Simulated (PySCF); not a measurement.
**Telling isomers of C5H11NOSi apart by NMR**

PySCF 2.14 calculation with shielding tensors at PBE0/pcSseg-1 (GIAO) and structure optimised with GFN2-xTB; isolated molecule, one computed conformer, non-relativistic, equivalent nuclei averaged.

References, each an isolated molecule treated in the same way: TMS for ¹H (σ = 31.72 ppm), ¹³C (σ = 186.93 ppm). Where no couplings were computed, multiplicities follow the n + 1 count of equivalent neighbours, and m marks all less simple cases (inequivalent or close neighbours, rings, F or P nearby). Acid and N–H amide carbonyl carbons lie up to 10 ppm further downfield in solution (hydrogen bonding). Shifts are as computed. Against solution values, carbons near 30 ppm lie about +3 ppm off and those near 130 ppm about +5 ppm. Of 1309 compounds with measured shifts, 239 miss one by over three times the rms of a fit or turn the order of signals round; such compounds aren't used in these exercises. OH and NH positions are gas-phase values without hydrogen bonding to other molecules.

(1) Tabulate the signals of `C=C[C@H](C)NC(=O)[SiH3]`, `C=C([SiH2]N)C(=O)CC` and their relative energies.

(2) What is the quickest way to tell C=C[C@H](C)NC(=O)[SiH3] from C=C([SiH2]N)C(=O)CC?

Answers

(1) 
```json
{"SMILES": "C=C[C@H](C)NC(=O)[SiH3]", "carbon types": "1×C 2×CH 1×CH2 1×CH3", "δC": "178.7, 149.8, 118.1, 45.8, 24.7", "δH": "6.21 (m, 1H), 5.49 (m, 1H), 5.43 (m, 1H), 5.41 (m, 1H), 4.90 (br s, 1H), 4.01 (s, 3H), 1.18 (d, 3H)", "E rel. (kcal/mol)": "17.0"}
{"SMILES": "C=C([SiH2]N)C(=O)CC", "carbon types": "2×C 2×CH2 1×CH3", "δC": "211.8, 159.1, 144.3, 33.3, 9.4", "δH": "6.82 (m, 1H), 6.79 (m, 1H), 4.91 (s, 2H), 2.76 (q, 2H), 1.21 (t, 3H), 0.36 (br s, 2H)", "E rel. (kcal/mol)": "0.0"}
```

Energies are electronic energies at PBE0/pcSseg-1 on these geometries, without zero-point or thermal terms, each for the one conformer computed, which needn't be the lowest.

(2) Both give the same number of carbon signals, but DEPT or the intensities differ. The first has an alkene CH at 149.8 ppm, the second an sp3 CH2 α to a carbonyl at 33.3 ppm. Their most deshielded carbons lie at 178.7 and 211.8 ppm. In the proton spectra the most deshielded non-exchanging signals are 6.21 (m, 1H) and 6.82 (m, 1H).
